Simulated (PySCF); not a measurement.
Isomers of C8H10O2, mass 138.068 u with the commonest isotopes. Theory: PBE0/pcSseg-1 in PySCF (dipole) on a GFN2-xTB geometry, gas phase. One conformer each, none proved a minimum here; rigid rotors.

Problem. Order these by radius of gyration √(Σ m r²/M), smallest first.
A. `[CH2:1]=[CH:2]/[CH:3]=[CH:4]/[C:5](=[CH2:6])[O:7][C:8]([CH3:9])=[O:10]` with C1–C2–C3–C4 179°, C3–C4–C5–C6 -179°, C4–C5–O7–C8 -140°, C5–O7–C8–C9 180°
B. `[CH:1]#[C:2][C@@H:3]1[CH2:4][CH2:5][O:6][C:7](=[O:8])[C@H:9]1[CH3:10]` with C2–C3–C4–C5 -106°, C3–C4–C5–O6 -61°, C4–C5–O6–C7 50°, C5–O6–C7–O8 -175°
C. `[CH:1]#[C:2][C:3](=[O:4])[CH2:5][C:6](=[CH2:7])[CH2:8][O:9][CH3:10]` with C2–C3–C5–C6 -175°, C3–C5–C6–C7 102°, C5–C6–C8–O9 -57°, C6–C8–O9–C10 -72°
D. `[CH3:1][C:2](=[O:3])[C@@H:4]1[CH:5]=[CH:6][C:7](=[O:8])[CH2:9][CH2:10]1` with C1–C2–C4–C5 -84°, C2–C4–C5–C6 -143°, C5–C6–C7–O8 179°, C6–C7–C9–C10 34°, C7–C9–C10–C4 -58°

Solution. B (2.157 Å), D (2.340 Å), C (2.471 Å), A (2.611 Å).

Problem. Order these by out-of-plane moment Σ m c² = (Ia + Ib − Ic)/2, largest first.
A. `[CH3:1][C:2]1=[CH:3][CH2:4][CH:5]=[C:6]([C:7](=[O:8])[OH:9])[CH2:10]1` with C5–C6–C7–O8 0°, C6–C7–O9–H 180°
B. `[CH3:1][C:2](=[O:3])[C@@H:4]1[CH:5]=[CH:6][C:7](=[O:8])[CH2:9][CH2:10]1` with C1–C2–C4–C5 -84°, C2–C4–C5–C6 -143°, C5–C6–C7–O8 179°, C6–C7–C9–C10 34°, C7–C9–C10–C4 -58°
C. `[CH:1]#[C:2][C@@H:3]1[CH2:4][CH2:5][O:6][C:7](=[O:8])[C@H:9]1[CH3:10]` with C2–C3–C4–C5 -106°, C3–C4–C5–O6 -61°, C4–C5–O6–C7 50°, C5–O6–C7–O8 -175°
D. `[CH:1]#[C:2][C:3](=[O:4])[CH2:5][C:6](=[CH2:7])[CH2:8][O:9][CH3:10]` with C2–C3–C5–C6 -175°, C3–C5–C6–C7 102°, C5–C6–C8–O9 -57°, C6–C8–O9–C10 -72°
E. `[CH2:1]=[CH:2]/[CH:3]=[CH:4]/[C:5](=[CH2:6])[O:7][C:8]([CH3:9])=[O:10]` with C1–C2–C3–C4 179°, C3–C4–C5–C6 -179°, C4–C5–O7–C8 -140°, C5–O7–C8–C9 180°

Solution. D (75.78 u·Å²), B (44.97 u·Å²), C (28.35 u·Å²), E (19.91 u·Å²), A (4.65 u·Å²).

Problem. Order these by dipole moment, smallest first.
A. `[CH:1]#[C:2][C@@H:3]1[CH2:4][CH2:5][O:6][C:7](=[O:8])[C@H:9]1[CH3:10]` with C2–C3–C4–C5 -106°, C3–C4–C5–O6 -61°, C4–C5–O6–C7 50°, C5–O6–C7–O8 -175°
B. `[CH2:1]=[CH:2]/[CH:3]=[CH:4]/[C:5](=[CH2:6])[O:7][C:8]([CH3:9])=[O:10]` with C1–C2–C3–C4 179°, C3–C4–C5–C6 -179°, C4–C5–O7–C8 -140°, C5–O7–C8–C9 180°
C. `[CH3:1][C:2]1=[CH:3][CH2:4][CH:5]=[C:6]([C:7](=[O:8])[OH:9])[CH2:10]1` with C5–C6–C7–O8 0°, C6–C7–O9–H 180°
D. `[CH:1]#[C:2][C:3](=[O:4])[CH2:5][C:6](=[CH2:7])[CH2:8][O:9][CH3:10]` with C2–C3–C5–C6 -175°, C3–C5–C6–C7 102°, C5–C6–C8–O9 -57°, C6–C8–O9–C10 -72°
E. `[CH3:1][C:2](=[O:3])[C@@H:4]1[CH:5]=[CH:6][C:7](=[O:8])[CH2:9][CH2:10]1` with C1–C2–C4–C5 -84°, C2–C4–C5–C6 -143°, C5–C6–C7–O8 179°, C6–C7–C9–C10 34°, C7–C9–C10–C4 -58°

Solution. B (1.91 D), C (2.03 D), D (3.06 D), A (4.14 D), E (4.58 D).

```tsv
SMILES	point group	Ia (u·Å²)	Ib (u·Å²)	Ic (u·Å²)	κ	μa (D)	μb (D)	μc (D)
CC(=O)[C@@H]1C=CC(=O)CC1	C1	154.50	646.31	710.86	-0.94	3.17	1.23	3.07
C#CC(=O)CC(=C)COC	C1	215.83	702.64	766.91	-0.93	0.25	0.63	2.99
C=C/C=C/C(=C)OC(C)=O	C1	214.09	747.28	921.55	-0.86	1.29	0.89	1.10
C#C[C@@H]1CCOC(=O)[C@H]1C	C1	240.75	430.02	614.07	-0.45	3.74	1.73	0.43
CC1=CCC=C(C(=O)O)C1	Cs	207.39	543.97	742.06	-0.72	1.80	0.94	0.00
```
